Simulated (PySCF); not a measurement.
F4Zr, SMILES [F][Zr]([F])([F])[F] (connectivity only; charge and spin as stated), charge +1, multiplicity 2.

The structure is a stationary point at PBE0-D3(BJ)/def2-SVP. The geometry has at least one imaginary mode, so it is a saddle point at that level. The multiplicity is an assumed one; other spin states were not compared. The isomer is the one that the SMILES or the coordinates give; other isomers of the formula were not compared. The def2 effective core potentials stand for the cores of Zr; spin–orbit coupling is left out.

The numbers are results of PBE0-D3(BJ)/def2-SVP (PySCF), not measurements.

Frequencies are harmonic and unscaled.

Modes within 1.5 cm⁻¹ of each other (mostly degenerate sets) share a row, with their intensities summed.

Computed normal modes with their intensities:
| mode | ν (cm⁻¹) | IR (km/mol) | moving atoms (share of kinetic energy) |
|---|---|---|---|
| 1–2 | 497i | 1847.0 | F 75 %, Zr 25 % |
| 3–4 | 72 | 83.8 | F 91 %, Zr 9 % |
| 5 | 115 | 15.5 | F 80 %, Zr 20 % |
| 6–7 | 142 | 7.5 | F 89 %, Zr 11 % |
| 8 | 624 | 25.3 | F 95 % |
| 9 | 786 | 160.4 | F 80 %, Zr 20 % |
